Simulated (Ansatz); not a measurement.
Compare A (`COB(N)F`) with its isomer B (`OCNBF`).

Gas-phase electronic energies from Ansatz, PBE0-D4/def2-TZVP geometries. CBS: MP2 limit from def2 TZ/QZ plus the TZ coupled-cluster correction, frozen cores. This one scheme is used for every species. DFT in def2-TZVPP. B3LYP here is the variant with VWN-RPA as its local correlation; programs differ in this. One conformer a species, not always the lowest.

A:

```xyz
10

C     1.662   -0.308   -0.063
O     0.473    0.392   -0.362
B    -0.717   -0.027    0.144
N    -1.901    0.660   -0.151
F    -0.768   -1.112    0.938
H     2.485    0.225   -0.540
H     1.631   -1.330   -0.450
H     1.844   -0.349    1.014
H    -1.915    1.474   -0.737
H    -2.793    0.375    0.208
```

B:

Z-matrix (Å, degrees):
```
C
N 1 1.422
O 1 1.413 2 108.8
H 1 1.096 2 107.9 3 120.9
H 1 1.098 2 110.3 3 -120.8
B 2 1.393 1 125.1 3 -106.4
H 2 1.010 1 114.8 3 67.3
H 3 0.961 1 108.6 2 -168.2
F 6 1.336 2 119.1 1 177.3
H 6 1.196 2 121.5 1 -3.8
```

Q: Which is lower in electronic energy at CCSD(T)/CBS, and by how much? (An estimate is asked.)

A: Ansatz gave: A, by 163.5 kJ/mol.

Q: Give E(B) − E(A) in kJ/mol with HF/def2-TZVPP, CCSD(T)/def2-TZVPP, r2SCAN-D4, MP2/def2-TZVPP, ωB97M-V, B2PLYP, B3LYP-D4. (Best estimate.)

A: Computed: HF/def2-TZVPP 174.7, CCSD(T)/def2-TZVPP 162.7, r2SCAN-D4 167.0, MP2/def2-TZVPP 164.1, ωB97M-V 164.2, B2PLYP 165.1, B3LYP-D4 164.6. None reverses the order clearly.

Largest T1 diagnostic: 0.012.

From PBE to PBE0 (25 % exact exchange), in def2-TZVPP and without D4, E(B) − E(A) moves by +5.5 kJ/mol. In def2-TZVPP, CCSD(T) changes the Hartree–Fock value by −12.0 kJ/mol (the triples alone add −2.2 kJ/mol) and MP2 by −10.6 kJ/mol.
